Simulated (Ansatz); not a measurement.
Vertical ionisation energy (eV) of eight silicon and germanium compounds: PBE beside PBE0, computed with Ansatz (a quantum-chemistry and plane-wave program) for isolated molecules in the bases named; differences from unrounded values. The eight are the first of their class met in an unordered collection, after screening for sound electronic states; none was chosen by its value. Functionals give these values as differences of separate SCF runs (ΔSCF), EOM-CCSD as a root; each molecule has one DFT geometry for both levels.

```
molecule                                                       basis   PBE0    PBE  difference
---------------------------------------------------------  ---------  -----  -----  ----------
C3H4FNSi, SMILES C(=C/C#N)/[SiH2]F                         def2-SVPD  10.71  10.45       -0.25
C₄H₁₁FSi, SMILES CC(C)C[SiH2]F                             def2-SVPD  10.45  10.01       -0.44
C2H3ClFNSi, SMILES C#C[Si@@](N)(F)Cl                       def2-SVPD  10.37   9.92       -0.45
Si(H)2(Cl)(Et) (C₂H₇ClSi), SMILES C([SiH2]Cl)C             def2-SVPD  10.51  10.11       -0.41
C₂H₈F₂Si₂, SMILES C(F)(F)C([SiH3])[SiH3]                   def2-SVPD  10.84  10.42       -0.42
Si(F)2(Br)(NH2) (BrF₂H₂NSi), SMILES N[Si](F)(F)Br          def2-SVPD  10.63  10.25       -0.38
C3H4F2Si, SMILES FC(F)C#C[SiH3]                            def2-SVPD  10.77  10.49       -0.29
N-dimethylsilylethanamine (C4H13NSi), SMILES CCN[SiH](C)C  def2-SVPD   8.30   8.10       -0.20
```

PBE lies below PBE0 in 8 and above it in 0 of the eight; the mean signed difference is -0.35 and the largest -0.45 eV.
